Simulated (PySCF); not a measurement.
Working out the ionisation energy of As⁺

As⁺ [Ar] 3d10 4s2 4p2 (3P) → As²⁺ [Ar] 3d10 4s2 4p1 (2P). Calculation: PySCF 2.14, in cc-pVDZ-PP with ECP10MDF (4s3p2d, 23 functions); a scalar-relativistic core potential. Frozen: 3s2 3p6 3d10. Energies in hartree (1 hartree = 27.21139 eV):

```
            part  As⁺ (lower)  As²⁺ (upper)
             UHF  -330.850759   -330.190178
CCSD correlation    -0.058690     -0.048108
             (T)    -0.000614     -0.000388
```

What does Hartree-Fock give?

(-330.190178) − (-330.850759) = 0.660581 hartree = 17.975 eV.

What do CCSD and CCSD(T) give?

The CCSD correlation energies differ by 0.010582 hartree = 0.288 eV and the triples by 0.000226 hartree = 0.006 eV, so CCSD gives 18.263 eV and CCSD(T) 18.269 eV.

Reference: 18.589 eV (measured; NIST Atomic Spectra Database, ionization energies), between the lowest levels; spin-orbit coupling is absent from the calculation.

A double-zeta basis recovers only part of the correlation energy.

What remains against the reference includes basis incompleteness, the frozen core and higher excitations.
